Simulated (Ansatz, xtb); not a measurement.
Dimer: H2O (SMILES O) (first 3 atoms) with H2S (SMILES S); geometry from B3LYP-D3(BJ)/def2-TZVP, rigid monomers moved along the line of their centres of mass till O1···H5 is 3.00 Å.
(charge 0, multiplicity 1):
```xyz
6

O      0.0663     0.3707    -0.0044
H      0.9296     0.6030    -0.3628
H     -0.2027    -0.4290    -0.4693
S     -0.0151    -0.0077     4.3259
H     -0.0392     0.1665     2.9888
H     -0.9261     0.9550     4.5376
```

Interaction energies are E(AB) − E(A) − E(B) at the monomers' geometry in the complex; basis-set methods are counterpoise corrected.

Cores are frozen in the correlated methods.

The values were computed with Ansatz (Gaussian orbitals); xtb for the GFN methods. Values without a source in brackets are computed.

Task: Estimate the interaction energy that GFN1-xTB returns for this input.

Result: -1.2 kcal/mol

Ansatz is a quantum-chemistry and plane-wave program.
